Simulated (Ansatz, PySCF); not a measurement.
C2F3, SMILES F[C]=C(F)F, multiplicity 2. Atoms are numbered in the order given.

```xyz
5

F      0.0333    -1.9577     0.0000
C      0.5991    -0.7848     0.0000
C      0.0544     0.4205     0.0000
F     -1.2464     0.6628     0.0000
F      0.7643     1.5290     0.0000
```
Charge 0, spin multiplicity 2.

Geometry optimised at B3LYP-D3(BJ)/def2-SVP. The isomer is the one that the SMILES or the coordinates give; other isomers of the formula were not compared.

Two levels are set side by side: PBE-D3(BJ)/def2-SVP (Ansatz, an electronic-structure program) and B3LYP-D3(BJ)/def2-SVP (PySCF). Each level has its own optimised geometry; the coordinates shown are those of the second. Frequencies come from the Hessian of PySCF at each geometry. Differences are taken from unrounded values.

| quantity | B3LYP-D3(BJ) | PBE-D3(BJ) | PBE-D3(BJ) minus B3LYP-D3(BJ) |
|---|---|---|---|
| mean bond length (Å) | 1.316 | 1.325 | 0.009 |
| bond F1–C2 (Å) | 1.302 | 1.309 | 0.007 |
| bond C2–C3 (Å) | 1.323 | 1.333 | 0.010 |
| bond C3–F4 (Å) | 1.323 | 1.332 | 0.009 |
| bond C3–F5 (Å) | 1.316 | 1.324 | 0.008 |
| highest harmonic wavenumber (cm⁻¹) | 1872 | 1814 | -57 |
| mean harmonic wavenumber (cm⁻¹) | 831 | 798 | -32 |
| zero-point energy (kcal/mol) | 10.69 | 10.27 | -0.41 |

Exact exchange shortens and stiffens bonds; PBE has none. Differences between two approximate levels are no errors against the true value.
